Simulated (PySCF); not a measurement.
# Structure elucidation problem

An unknown has the formula C6H15B. Its calculated NMR data are:

¹H NMR (500 MHz, computed): δ 1.23 (q, 6H), 0.97 (t, 9H).

¹³C{¹H} NMR (computed): δ 21.8 (3C), 9.6 (3C).

PySCF calculation with NMR shieldings at PBE0/pcSseg-1/GIAO and coordinates at the PBE0-D3(BJ)/def2-SVP level; fast rotation and ring inversion assumed for equivalent nuclei, no solvent, one conformer, non-relativistic.

Scale: ¹H, ¹³C vs TMS (reference shieldings calculated alike).

**Question.** What is the structure?

**Answer.** 
2 carbon signals for 6 carbons: some carbons are equivalent by symmetry or fast rotation. Carbon types of the structure: 3 × CH2, 3 × CH3, which accounts for all hydrogens. δC 21.8: sp3 CH2 bonded to B. δC 9.6: methyl carbon; saturated and bonded to C and H only. δH 1.23: hydrogen on an sp3 CH2 bonded to B. δH 0.97: hydrogen on a methyl carbon.

The compound is SMILES CCB(CC)CC.

The shifts were computed for this structure.

A carbon bonded to boron is broadened by the quadrupolar boron nucleus and is often missing from a measured spectrum. Shifts are as computed. Against solution values, carbons near 30 ppm lie about +2 ppm off and those near 130 ppm about +4 ppm. Of 246 compounds with measured shifts, 49 miss one by over three times the rms of a fit or turn the order of signals round; such compounds aren't used in these exercises. Multiplicities follow the n + 1 count of equivalent neighbours, as no J values were calculated; m marks all less simple cases, F and P coupling included.
